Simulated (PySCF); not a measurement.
# How methods differ on the excitation energy of P

P [Ne] 3s2 3p3 (4S) → P [Ne] 3s1 3p4 (4P), as a difference of total energies. Computed with PySCF 2.14 in dyall-acv3z, with scalar relativity by spin-free X2C-1e. Correlated levels: valence: [Ne] frozen; valence and next inner shell: 1s2 frozen; virtual orbitals above 40 to 60 times the deepest correlated orbital energy dropped. The calculations carry no spin-orbit coupling.

```
                                method  excitation energy (eV)  error (eV)
                                   UHF                   7.970      +0.575
                                   LDA                   8.085      +0.690
                                   PBE                   7.987      +0.592
                                  PBE0                   8.080      +0.685
                                r2SCAN                   7.667      +0.272
                                  MN15                   7.809      +0.414
                                  BP86                   7.869      +0.474
                                M06-2X                   8.156      +0.761
                         MP2 (valence)                   8.109      +0.714
                     SCS-MP2 (valence)                   8.141      +0.746
    MP2 (valence and next inner shell)                   8.222      +0.827
SCS-MP2 (valence and next inner shell)                   8.225      +0.830
```

Reference: 7.395 eV (measured; NIST levels, between the centres of gravity of the two terms).

Errors of the correlated levels include the incompleteness of this basis and the frozen core.
